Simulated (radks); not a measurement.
Problem. Successive ionisation energies (eV) of one element, from differences of total energies of ions in their ground configurations, starting at charge 0: 7.530, 16.485, 26.438, 38.130, 50.749, 64.116, 122.97. All-electron calculation, scalar-relativistic Kohn-Sham, PBE, spin-polarised, spherical densities, finite nucleus; open shells are filled with parallel spins first (spin-orbit coupling, left out, can overturn this in heavy ions); Fermi nuclear charge, rms radius 5.3658 fm. Program: a radial shooting solver on a logarithmic mesh with Libxc functionals. Which element is it?

Solution. Tungsten (Z = 74). The first species listed is W in [Xe] 4f14 5d4 6s2, the last W6+ in [Xe] 4f14.
